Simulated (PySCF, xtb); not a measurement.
H4Zr, SMILES [ZrH4-], charge -1, multiplicity 2.

Harmonic wavenumbers (cm⁻¹) from GFN2-xTB run with xtb at its own minimum, in rising order: 575, 575, 575, 667, 667, 1028, 1028, 1028, 1144.

**Question.** What does PBE-D3(BJ)/def2-TZVPD (PySCF 2.14.0) give at its own minimum? (Estimate from the structure and the level; the computed values follow.)

**Answer.** 353, 353, 429, 492, 545, 1363, 1384, 1384, 1479. Paired by order, the mean absolute difference is 252 cm⁻¹ and the zero-point energies are 10.4 and 11.1 kcal/mol.
